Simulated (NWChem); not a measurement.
System: GeSiH6O; SMILES [OH][GeH2][SiH3]

```xyz
9

O      1.0903    -1.5392    -0.0586
Ge    -0.3802    -0.5182    -0.0012
Si     0.2199     1.7983    -0.0105
H      1.6806    -1.3748     0.6841
H     -1.1521    -0.9229    -1.2661
H     -1.2161    -0.8695     1.2528
H      1.0956     2.0979     1.1652
H     -1.0059     2.6511     0.0775
H      0.9641     2.1371    -1.2608
```
Atoms are numbered in this order, from 1.

Coordinates come from a PBE0/def2-SVP optimisation.

List the 6 lowest vertical singlet excitations and the 6 lowest triplet ones from B3LYP/6-31G* (spherical d), full TDDFT (NWChem).


```
state  energy (eV)  oscillator strength  leading excitation (squared amplitude)
-----  -----------  -------------------  --------------------------------------
S1            5.85                0.011                      HOMO → LUMO (0.97)
S2            7.03                0.028                    HOMO−1 → LUMO (0.90)
S3            7.21                0.043                    HOMO → LUMO+2 (0.78)
S4            7.29                0.229                    HOMO → LUMO+1 (0.71)
S5            7.89                0.019                    HOMO−2 → LUMO (0.88)
S6            8.16                0.089                  HOMO−1 → LUMO+1 (0.84)
T1            5.31       spin-forbidden                      HOMO → LUMO (0.97)
T2            6.28       spin-forbidden                    HOMO → LUMO+1 (0.84)
T3            6.41       spin-forbidden                    HOMO−1 → LUMO (0.81)
T4            6.54       spin-forbidden                    HOMO → LUMO+2 (0.90)
T5            7.29       spin-forbidden                    HOMO−2 → LUMO (0.69)
T6            7.56       spin-forbidden                  HOMO−1 → LUMO+1 (0.47)
```
